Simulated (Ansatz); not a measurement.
## Pulling the pair apart

The pair of F⁻ (SMILES [F-], atom 1) and CH₃F (SMILES CF, atoms 2–6), both closed shells, in one local arrangement (a lower one may exist), relaxed at PBE0-D4/def2-TZVPD:

```
atom    x (Å)    y (Å)    z (Å)
  F1  -0.4830   0.2319  -2.3252
  C2   0.1213  -0.0773   0.4082
  F3  -0.5355   0.6884   1.3929
  H4  -0.2304   0.1629  -0.6278
  H5  -0.0662  -1.1309   0.6441
  H6   1.1937   0.1252   0.5077
```

CH₃F is shifted rigidly along the line between the mean atom positions of the two fragments (negative: closer). Counterpoise interaction energies in kcal/mol. Ansatz 0.2.0; basis: def2-TZVPPD; cores frozen in the correlated methods.

```csv
shift (Å),wB97M-V,r2SCAN-D4,PBE0-D4
-0.17,-13.40,-14.27,-14.49
-0.09,-14.27,-15.01,-15.19
0.00,-14.60,-15.22,-15.37
0.09,-14.55,-15.07,-15.19
0.21,-14.06,-14.47,-14.58
0.43,-12.55,-12.81,-12.92
0.86,-9.40,-9.51,-9.67
1.72,-5.30,-5.28,-5.48
```

Q: What does CCSD(T) give at these shifts? (Judge from chemistry; the value comes from the calculation.)

A: The calculation gives: -12.32, -13.33, -13.78, -13.82, -13.46, -12.13, -9.21, -5.26 kcal/mol. For zero shift, CCSD(T) at an estimated basis limit (MP2 extrapolated from triple and quadruple zeta, plus CCSD(T) − MP2 in triple zeta) gives -14.62 kcal/mol. These are counterpoise interaction energies, counted from the two frozen fragments.

The T1 diagnostic stays at or below 0.017.

For scale, one of the runs: CCSD(T)/def2-TZVPPD, 168 basis functions, launched by `ansatz run in.yaml --threads 2 --pin off --events-out ev --progress --plain --max-ram 5222MiB`. Time: 13 s of wall clock on 2 CPU threads of an Intel Xeon Platinum 8375C; the host was shared. Peak host memory: 1.1 GiB.
